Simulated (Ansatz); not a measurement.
Stepwise reaction of `[Cl][GeH]([Cl])[SeH]` with hydrogen, as a gas-phase model of exchange steps in deposition or etching. ΔE in kJ/mol.

Gas-phase electronic energies from Ansatz, PBE0-D4/def2-TZVP geometries. CCSD(T)/CBS adds triple-zeta CCSD(T) − MP2 to the extrapolated MP2 energy (def2 sets, frozen cores). This one scheme is used for every species. DFT in def2-TZVPP. B3LYP here is the variant with VWN-RPA as its local correlation; programs differ in this. For Ge, Se outer-core shells are correlated without core-valence functions, which leaves a few kJ/mol of doubt a bond. Scalar relativity is left out up to krypton. One conformer a species, not always the lowest.

| step | reaction | PBE-D4 | B3LYP-D4 | ωB97M-V | CCSD(T)/CBS |
| --- | --- | --- | --- | --- | --- |
| 2 | `[Cl][GeH2][SeH]` + H₂ → `[GeH3][SeH]` + HCl | 51.7 | 52.5 | 50.7 | 49.6 |

Task: Give the row of step 1, `[Cl][GeH]([Cl])[SeH]` + H₂ → `[Cl][GeH2][SeH]` + HCl. (Best estimate.)

Result: Ansatz gave: 
```tsv
step	reaction	PBE-D4	B3LYP-D4	ωB97M-V	CCSD(T)/CBS
1	`[Cl][GeH]([Cl])[SeH]` + H₂ → `[Cl][GeH2][SeH]` + HCl	61.6	60.4	57.9	56.8
```

Task: By hand: ΔE of the 2 steps together at CCSD(T)/CBS.

Result: (56.8) + (49.6) = 106.4 kJ/mol, or 53.2 kJ/mol a step.

In ΔE each step is lower than the one before. All are uphill at CCSD(T)/CBS. PBE-D4 differs from CCSD(T)/CBS by 2.1 to 4.8 kJ/mol a step. Isolated molecules leave out the surface, adducts and barriers. Largest T1 diagnostic: 0.010.
